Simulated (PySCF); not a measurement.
C$_{3}$H$_{6}$, charge +1, doublet, geometry from GFN2-xTB (a state made from the parent by changing its charge; the spin is typed, not shown lowest); PySCF with PBE0/3-21G.

Here is a job for PySCF.
```python
from pyscf import gto, scf, dft

mol = gto.M(
    atom='''
C    -1.20737674    0.05679404   -0.23099301
C     0.08149985    0.01376709    0.43060907
C     1.30248053   -0.08335099   -0.14521574
H    -1.90844225   -0.68637557    0.17911264
H    -1.70998107    0.99470355    0.05610396
H    -1.14667474   -0.07339176   -1.30958177
H     0.04418095    0.06742610    1.52303029
H     1.50139258    0.26564072   -1.15435202
H     2.15990263   -0.49126387    0.37928506
''',
    basis='3-21g',
    charge=1,
    spin=1,
    verbose=4,
)

mf = dft.UKS(mol)
mf.xc = 'pbe0'
mf.kernel()
```

What the program printed (banner, timings and long lists left out):

```
PySCF version 2.14.0

[INPUT] verbose = 4
[INPUT] num. atoms = 9
[INPUT] num. electrons = 23
[INPUT] charge = 1
[INPUT] spin (= nelec alpha-beta = 2S) = 1
[INPUT] symmetry False subgroup None
[INPUT] Mole.unit = angstrom
[INPUT] Symbol           X                Y                Z      unit          X                Y                Z       unit  Magmom
[INPUT]  1 C     -1.207376740000   0.056794040000  -0.230993010000 AA   -2.281611367770   0.107325181108  -0.436513525589 Bohr   0.0
[INPUT]  2 C      0.081499850000   0.013767090000   0.430609070000 AA    0.154012395693   0.026016029632   0.813733209054 Bohr   0.0
[INPUT]  3 C      1.302480530000  -0.083350990000  -0.145215740000 AA    2.461331484278  -0.157510543311  -0.274417977576 Bohr   0.0
[INPUT]  4 H     -1.908442250000  -0.686375570000   0.179112640000 AA   -3.606433177049  -1.297061845892   0.338473835048 Bohr   0.0
[INPUT]  5 H     -1.709981070000   0.994703550000   0.056103960000 AA   -3.231395900491   1.879717284633   0.106021118904 Bohr   0.0
[INPUT]  6 H     -1.146674740000  -0.073391760000  -1.309581770000 AA   -2.166901212557  -0.138690326200  -2.474750883023 Bohr   0.0
[INPUT]  7 H      0.044180950000   0.067426100000   1.523030290000 AA    0.083489895423   0.127416862648   2.878110127517 Bohr   0.0
[INPUT]  8 H      1.501392580000   0.265640720000  -1.154352020000 AA    2.837220781654   0.501988208332  -2.181409169138 Bohr   0.0
[INPUT]  9 H      2.159902630000  -0.491263870000   0.379285060000 AA    4.081624426428  -0.928354169194   0.716744886539 Bohr   0.0

nuclear repulsion = 70.908152006427
number of shells = 27
number of NR pGTOs = 63
number of NR cGTOs = 39
basis = 3-21g
ecp = {}

******** <class 'pyscf.dft.uks.UKS'> ********
method = UKS
initial guess = minao
damping factor = 0
level_shift factor = 0
DIIS = <class 'pyscf.scf.diis.CDIIS'>
diis_start_cycle = 1
diis_space = 8
diis_damp = 0
SCF conv_tol = 1e-09
SCF conv_tol_grad = None
SCF max_cycles = 50
direct_scf = True
direct_scf_tol = 1e-13
number electrons alpha = 12  beta = 11
XC library pyscf.dft.libxc version 7.1.2
    S. Lehtola, C. Steigemann, M. J. T. Oliveira, and M. A. L. Marques,  SoftwareX 7, 1–5 (2018)
XC functionals = pbe0
    C. Adamo and V. Barone,  J. Chem. Phys. 110, 6158 (1999)
    M. Ernzerhof and G. E. Scuseria,  J. Chem. Phys. 110, 5029 (1999)
radial grids:
    Treutler-Ahlrichs [JCP 102, 346 (1995); DOI:10.1063/1.469408] (M4) radial grids

becke partition: Becke, JCP 88, 2547 (1988); DOI:10.1063/1.454033
pruning grids: <function nwchem_prune>
grids dens level: 3
symmetrized grids: False
atomic radii adjust function: <function treutler_atomic_radii_adjust>
small_rho_cutoff = 0
Set gradient conv threshold to 3.16228e-05
tot grids = 101208
init E= -117.160898706404

cycle= 1 E= -116.743440098676  delta_E= 0.417  |g|= 0.154  |ddm|= 1.83
cycle= 2 E= -116.743964637372  delta_E= -0.000525  |g|= 0.165  |ddm|= 0.437
cycle= 3 E= -116.759287588282  delta_E= -0.0153  |g|= 0.017  |ddm|= 0.188
cycle= 4 E= -116.759463253625  delta_E= -0.000176  |g|= 0.00718  |ddm|= 0.0269
cycle= 5 E= -116.759495765633  delta_E= -3.25e-05  |g|= 0.00179  |ddm|= 0.00911
cycle= 6 E= -116.759500723195  delta_E= -4.96e-06  |g|= 0.000821  |ddm|= 0.00447
cycle= 7 E= -116.759501309807  delta_E= -5.87e-07  |g|= 0.000381  |ddm|= 0.00175
cycle= 8 E= -116.759501414775  delta_E= -1.05e-07  |g|= 9.02e-05  |ddm|= 0.000559
cycle= 9 E= -116.759501424059  delta_E= -9.28e-09  |g|= 1.56e-05  |ddm|= 0.000203
cycle= 10 E= -116.759501424624  delta_E= -5.65e-10  |g|= 3.48e-06  |ddm|= 4.97e-05
Extra cycle  E= -116.75950142465  delta_E= -2.64e-11  |g|= 1.97e-06  |ddm|= 9.4e-06
converged SCF energy = -116.75950142465  <S^2> = 0.75314151  2S+1 = 2.003139
```
